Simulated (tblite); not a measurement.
Species: C5H4F2O3.
SMILES with atom numbers: `[O:1]=[C:2]1[O:3][CH2:4][CH:5]=[C:6]1[O:7][CH:8]([F:9])[F:10]` (hydrogens: H11, H12 on C4; H13 on C5; H14 on C8)

Computed with GFN2-xTB (tblite), gas phase: Langevin dynamics at 300 K from the optimised GFN2-xTB geometry, time step 0.5 fs, friction 0.01 fs⁻¹, 2000 steps. The instantaneous temperature is 2·E(kin)/(3Nk) with all 3N coordinates.

```json
{"t (fs)": "0", "T (K)": "232", "E(pot) above start (eV)": "0.000", "O1=C2 (Å)": "1.200", "C2–O3 (Å)": "1.342", "O3–C4 (Å)": "1.415", "C4–C5 (Å)": "1.489", "C5=C6 (Å)": "1.336", "C4–H11 (Å)": "1.096", "C5–C6–O7–C8 (°)": "164"}
{"t (fs)": "25", "T (K)": "186", "E(pot) above start (eV)": "0.266", "O1=C2 (Å)": "1.218", "C2–O3 (Å)": "1.321", "O3–C4 (Å)": "1.384", "C4–C5 (Å)": "1.453", "C5=C6 (Å)": "1.364", "C4–H11 (Å)": "1.123", "C5–C6–O7–C8 (°)": "165"}
{"t (fs)": "50", "T (K)": "245", "E(pot) above start (eV)": "0.268", "O1=C2 (Å)": "1.172", "C2–O3 (Å)": "1.366", "O3–C4 (Å)": "1.419", "C4–C5 (Å)": "1.476", "C5=C6 (Å)": "1.338", "C4–H11 (Å)": "1.115", "C5–C6–O7–C8 (°)": "169"}
{"t (fs)": "75", "T (K)": "194", "E(pot) above start (eV)": "0.353", "O1=C2 (Å)": "1.186", "C2–O3 (Å)": "1.364", "O3–C4 (Å)": "1.421", "C4–C5 (Å)": "1.519", "C5=C6 (Å)": "1.312", "C4–H11 (Å)": "1.100", "C5–C6–O7–C8 (°)": "164"}
{"t (fs)": "100", "T (K)": "176", "E(pot) above start (eV)": "0.420", "O1=C2 (Å)": "1.223", "C2–O3 (Å)": "1.341", "O3–C4 (Å)": "1.390", "C4–C5 (Å)": "1.514", "C5=C6 (Å)": "1.360", "C4–H11 (Å)": "1.069", "C5–C6–O7–C8 (°)": "166"}
{"t (fs)": "125", "T (K)": "177", "E(pot) above start (eV)": "0.534", "O1=C2 (Å)": "1.170", "C2–O3 (Å)": "1.334", "O3–C4 (Å)": "1.401", "C4–C5 (Å)": "1.481", "C5=C6 (Å)": "1.372", "C4–H11 (Å)": "1.069", "C5–C6–O7–C8 (°)": "177"}
{"t (fs)": "150", "T (K)": "259", "E(pot) above start (eV)": "0.427", "O1=C2 (Å)": "1.194", "C2–O3 (Å)": "1.353", "O3–C4 (Å)": "1.441", "C4–C5 (Å)": "1.531", "C5=C6 (Å)": "1.316", "C4–H11 (Å)": "1.104", "C5–C6–O7–C8 (°)": "175"}
{"t (fs)": "175", "T (K)": "210", "E(pot) above start (eV)": "0.591", "O1=C2 (Å)": "1.211", "C2–O3 (Å)": "1.365", "O3–C4 (Å)": "1.459", "C4–C5 (Å)": "1.545", "C5=C6 (Å)": "1.312", "C4–H11 (Å)": "1.111", "C5–C6–O7–C8 (°)": "173"}
{"t (fs)": "200", "T (K)": "257", "E(pot) above start (eV)": "0.638", "O1=C2 (Å)": "1.183", "C2–O3 (Å)": "1.373", "O3–C4 (Å)": "1.354", "C4–C5 (Å)": "1.474", "C5=C6 (Å)": "1.388", "C4–H11 (Å)": "1.128", "C5–C6–O7–C8 (°)": "178"}
{"t (fs)": "225", "T (K)": "377", "E(pot) above start (eV)": "0.482", "O1=C2 (Å)": "1.191", "C2–O3 (Å)": "1.369", "O3–C4 (Å)": "1.412", "C4–C5 (Å)": "1.470", "C5=C6 (Å)": "1.377", "C4–H11 (Å)": "1.123", "C5–C6–O7–C8 (°)": "172"}
{"t (fs)": "250", "T (K)": "389", "E(pot) above start (eV)": "0.454", "O1=C2 (Å)": "1.218", "C2–O3 (Å)": "1.321", "O3–C4 (Å)": "1.466", "C4–C5 (Å)": "1.537", "C5=C6 (Å)": "1.312", "C4–H11 (Å)": "1.099", "C5–C6–O7–C8 (°)": "167"}
{"t (fs)": "275", "T (K)": "283", "E(pot) above start (eV)": "0.516", "O1=C2 (Å)": "1.185", "C2–O3 (Å)": "1.275", "O3–C4 (Å)": "1.432", "C4–C5 (Å)": "1.453", "C5=C6 (Å)": "1.306", "C4–H11 (Å)": "1.072", "C5–C6–O7–C8 (°)": "171"}
{"t (fs)": "300", "T (K)": "230", "E(pot) above start (eV)": "0.399", "O1=C2 (Å)": "1.196", "C2–O3 (Å)": "1.347", "O3–C4 (Å)": "1.410", "C4–C5 (Å)": "1.434", "C5=C6 (Å)": "1.375", "C4–H11 (Å)": "1.056", "C5–C6–O7–C8 (°)": "172"}
{"t (fs)": "325", "T (K)": "290", "E(pot) above start (eV)": "0.317", "O1=C2 (Å)": "1.211", "C2–O3 (Å)": "1.357", "O3–C4 (Å)": "1.441", "C4–C5 (Å)": "1.508", "C5=C6 (Å)": "1.349", "C4–H11 (Å)": "1.068", "C5–C6–O7–C8 (°)": "171"}
{"t (fs)": "350", "T (K)": "268", "E(pot) above start (eV)": "0.499", "O1=C2 (Å)": "1.185", "C2–O3 (Å)": "1.393", "O3–C4 (Å)": "1.441", "C4–C5 (Å)": "1.540", "C5=C6 (Å)": "1.332", "C4–H11 (Å)": "1.112", "C5–C6–O7–C8 (°)": "169"}
{"t (fs)": "375", "T (K)": "341", "E(pot) above start (eV)": "0.419", "O1=C2 (Å)": "1.223", "C2–O3 (Å)": "1.420", "O3–C4 (Å)": "1.385", "C4–C5 (Å)": "1.480", "C5=C6 (Å)": "1.325", "C4–H11 (Å)": "1.138", "C5–C6–O7–C8 (°)": "175"}
{"t (fs)": "400", "T (K)": "310", "E(pot) above start (eV)": "0.471", "O1=C2 (Å)": "1.206", "C2–O3 (Å)": "1.312", "O3–C4 (Å)": "1.349", "C4–C5 (Å)": "1.451", "C5=C6 (Å)": "1.338", "C4–H11 (Å)": "1.093", "C5–C6–O7–C8 (°)": "166"}
{"t (fs)": "425", "T (K)": "258", "E(pot) above start (eV)": "0.633", "O1=C2 (Å)": "1.187", "C2–O3 (Å)": "1.304", "O3–C4 (Å)": "1.487", "C4–C5 (Å)": "1.529", "C5=C6 (Å)": "1.395", "C4–H11 (Å)": "1.091", "C5–C6–O7–C8 (°)": "149"}
{"t (fs)": "450", "T (K)": "373", "E(pot) above start (eV)": "0.358", "O1=C2 (Å)": "1.194", "C2–O3 (Å)": "1.340", "O3–C4 (Å)": "1.500", "C4–C5 (Å)": "1.501", "C5=C6 (Å)": "1.337", "C4–H11 (Å)": "1.110", "C5–C6–O7–C8 (°)": "149"}
{"t (fs)": "475", "T (K)": "275", "E(pot) above start (eV)": "0.457", "O1=C2 (Å)": "1.188", "C2–O3 (Å)": "1.374", "O3–C4 (Å)": "1.402", "C4–C5 (Å)": "1.461", "C5=C6 (Å)": "1.315", "C4–H11 (Å)": "1.101", "C5–C6–O7–C8 (°)": "160"}
{"t (fs)": "500", "T (K)": "314", "E(pot) above start (eV)": "0.297", "O1=C2 (Å)": "1.203", "C2–O3 (Å)": "1.357", "O3–C4 (Å)": "1.386", "C4–C5 (Å)": "1.512", "C5=C6 (Å)": "1.323", "C4–H11 (Å)": "1.096", "C5–C6–O7–C8 (°)": "159"}
{"t (fs)": "525", "T (K)": "255", "E(pot) above start (eV)": "0.374", "O1=C2 (Å)": "1.205", "C2–O3 (Å)": "1.305", "O3–C4 (Å)": "1.389", "C4–C5 (Å)": "1.541", "C5=C6 (Å)": "1.360", "C4–H11 (Å)": "1.100", "C5–C6–O7–C8 (°)": "161"}
{"t (fs)": "550", "T (K)": "243", "E(pot) above start (eV)": "0.341", "O1=C2 (Å)": "1.193", "C2–O3 (Å)": "1.351", "O3–C4 (Å)": "1.401", "C4–C5 (Å)": "1.521", "C5=C6 (Å)": "1.337", "C4–H11 (Å)": "1.094", "C5–C6–O7–C8 (°)": "170"}
{"t (fs)": "575", "T (K)": "272", "E(pot) above start (eV)": "0.376", "O1=C2 (Å)": "1.195", "C2–O3 (Å)": "1.360", "O3–C4 (Å)": "1.433", "C4–C5 (Å)": "1.458", "C5=C6 (Å)": "1.312", "C4–H11 (Å)": "1.103", "C5–C6–O7–C8 (°)": "168"}
{"t (fs)": "600", "T (K)": "363", "E(pot) above start (eV)": "0.335", "O1=C2 (Å)": "1.199", "C2–O3 (Å)": "1.322", "O3–C4 (Å)": "1.428", "C4–C5 (Å)": "1.494", "C5=C6 (Å)": "1.370", "C4–H11 (Å)": "1.109", "C5–C6–O7–C8 (°)": "160"}
{"t (fs)": "625", "T (K)": "200", "E(pot) above start (eV)": "0.564", "O1=C2 (Å)": "1.202", "C2–O3 (Å)": "1.359", "O3–C4 (Å)": "1.440", "C4–C5 (Å)": "1.492", "C5=C6 (Å)": "1.359", "C4–H11 (Å)": "1.122", "C5–C6–O7–C8 (°)": "148"}
{"t (fs)": "650", "T (K)": "247", "E(pot) above start (eV)": "0.652", "O1=C2 (Å)": "1.191", "C2–O3 (Å)": "1.328", "O3–C4 (Å)": "1.410", "C4–C5 (Å)": "1.503", "C5=C6 (Å)": "1.328", "C4–H11 (Å)": "1.101", "C5–C6–O7–C8 (°)": "164"}
{"t (fs)": "675", "T (K)": "303", "E(pot) above start (eV)": "0.411", "O1=C2 (Å)": "1.224", "C2–O3 (Å)": "1.319", "O3–C4 (Å)": "1.405", "C4–C5 (Å)": "1.499", "C5=C6 (Å)": "1.302", "C4–H11 (Å)": "1.104", "C5–C6–O7–C8 (°)": "156"}
{"t (fs)": "700", "T (K)": "268", "E(pot) above start (eV)": "0.370", "O1=C2 (Å)": "1.191", "C2–O3 (Å)": "1.350", "O3–C4 (Å)": "1.386", "C4–C5 (Å)": "1.548", "C5=C6 (Å)": "1.340", "C4–H11 (Å)": "1.103", "C5–C6–O7–C8 (°)": "165"}
{"t (fs)": "725", "T (K)": "209", "E(pot) above start (eV)": "0.432", "O1=C2 (Å)": "1.204", "C2–O3 (Å)": "1.363", "O3–C4 (Å)": "1.382", "C4–C5 (Å)": "1.488", "C5=C6 (Å)": "1.367", "C4–H11 (Å)": "1.113", "C5–C6–O7–C8 (°)": "173"}
{"t (fs)": "750", "T (K)": "261", "E(pot) above start (eV)": "0.347", "O1=C2 (Å)": "1.241", "C2–O3 (Å)": "1.368", "O3–C4 (Å)": "1.433", "C4–C5 (Å)": "1.498", "C5=C6 (Å)": "1.353", "C4–H11 (Å)": "1.114", "C5–C6–O7–C8 (°)": "176"}
{"t (fs)": "775", "T (K)": "223", "E(pot) above start (eV)": "0.376", "O1=C2 (Å)": "1.177", "C2–O3 (Å)": "1.336", "O3–C4 (Å)": "1.465", "C4–C5 (Å)": "1.506", "C5=C6 (Å)": "1.318", "C4–H11 (Å)": "1.109", "C5–C6–O7–C8 (°)": "166"}
{"t (fs)": "800", "T (K)": "292", "E(pot) above start (eV)": "0.354", "O1=C2 (Å)": "1.186", "C2–O3 (Å)": "1.336", "O3–C4 (Å)": "1.398", "C4–C5 (Å)": "1.498", "C5=C6 (Å)": "1.337", "C4–H11 (Å)": "1.063", "C5–C6–O7–C8 (°)": "166"}
{"t (fs)": "825", "T (K)": "300", "E(pot) above start (eV)": "0.459", "O1=C2 (Å)": "1.217", "C2–O3 (Å)": "1.339", "O3–C4 (Å)": "1.392", "C4–C5 (Å)": "1.517", "C5=C6 (Å)": "1.379", "C4–H11 (Å)": "1.092", "C5–C6–O7–C8 (°)": "171"}
{"t (fs)": "850", "T (K)": "302", "E(pot) above start (eV)": "0.448", "O1=C2 (Å)": "1.186", "C2–O3 (Å)": "1.377", "O3–C4 (Å)": "1.368", "C4–C5 (Å)": "1.494", "C5=C6 (Å)": "1.355", "C4–H11 (Å)": "1.118", "C5–C6–O7–C8 (°)": "169"}
{"t (fs)": "875", "T (K)": "265", "E(pot) above start (eV)": "0.391", "O1=C2 (Å)": "1.191", "C2–O3 (Å)": "1.396", "O3–C4 (Å)": "1.379", "C4–C5 (Å)": "1.501", "C5=C6 (Å)": "1.348", "C4–H11 (Å)": "1.139", "C5–C6–O7–C8 (°)": "172"}
{"t (fs)": "900", "T (K)": "256", "E(pot) above start (eV)": "0.413", "O1=C2 (Å)": "1.207", "C2–O3 (Å)": "1.312", "O3–C4 (Å)": "1.404", "C4–C5 (Å)": "1.500", "C5=C6 (Å)": "1.314", "C4–H11 (Å)": "1.085", "C5–C6–O7–C8 (°)": "-178"}
{"t (fs)": "925", "T (K)": "255", "E(pot) above start (eV)": "0.552", "O1=C2 (Å)": "1.200", "C2–O3 (Å)": "1.311", "O3–C4 (Å)": "1.510", "C4–C5 (Å)": "1.512", "C5=C6 (Å)": "1.380", "C4–H11 (Å)": "1.067", "C5–C6–O7–C8 (°)": "-179"}
{"t (fs)": "950", "T (K)": "353", "E(pot) above start (eV)": "0.377", "O1=C2 (Å)": "1.173", "C2–O3 (Å)": "1.320", "O3–C4 (Å)": "1.455", "C4–C5 (Å)": "1.458", "C5=C6 (Å)": "1.365", "C4–H11 (Å)": "1.108", "C5–C6–O7–C8 (°)": "-176"}
{"t (fs)": "975", "T (K)": "278", "E(pot) above start (eV)": "0.629", "O1=C2 (Å)": "1.188", "C2–O3 (Å)": "1.401", "O3–C4 (Å)": "1.369", "C4–C5 (Å)": "1.455", "C5=C6 (Å)": "1.315", "C4–H11 (Å)": "1.130", "C5–C6–O7–C8 (°)": "-177"}
{"t (fs)": "1000", "T (K)": "277", "E(pot) above start (eV)": "0.523", "O1=C2 (Å)": "1.211", "C2–O3 (Å)": "1.341", "O3–C4 (Å)": "1.392", "C4–C5 (Å)": "1.504", "C5=C6 (Å)": "1.344", "C4–H11 (Å)": "1.102", "C5–C6–O7–C8 (°)": "-176"}
```

Task: From 500 fs on, how do temperature and potential energy compare with equipartition?

Result: The mean temperature of these 21 frames is 273 K against the target 300 K, and the mean potential energy 0.43 eV against 36 × kT/2 = 0.47 eV for 36 classical harmonic modes. For 14 atoms in a canonical ensemble the temperature itself scatters by T·√(2/(3N)) = 65 K; here its standard deviation is 40 K. The whole run lasts only 10 friction times of 100 fs, so these averages carry a wide statistical error.

Task: What are the kinetic and total energies of the listed frame with the highest potential energy?

Result: The one at 650 fs, 0.652 eV above the start. Its kinetic energy is 3NkT/2 = 0.447 eV at 247 K, so the sum is 1.10 eV; over the listed frames the sum runs from 0.42 to 1.16 eV, since the thermostat adds and removes energy.

Task: How much do the listed bonds fluctuate from 500 fs on?

Result: 
| bond | at the start (Å) | mean (Å) | standard deviation (Å) |
| --- | --- | --- | --- |
| O1=C2 | 1.200 | 1.199 | 0.015 |
| C2–O3 | 1.342 | 1.345 | 0.026 |
| O3–C4 | 1.415 | 1.411 | 0.034 |
| C4–C5 | 1.489 | 1.500 | 0.023 |
| C5=C6 | 1.336 | 1.343 | 0.023 |
| C4–H11 | 1.096 | 1.103 | 0.018 |

The motion is classical and holds no zero-point motion.

What follows is the cost of the whole dynamics run. Hardware: Intel Xeon Platinum 8259CL at 2.50 GHz, one thread, on a shared host. Cost: 18 s of wall time, 0.18 GiB resident at most.
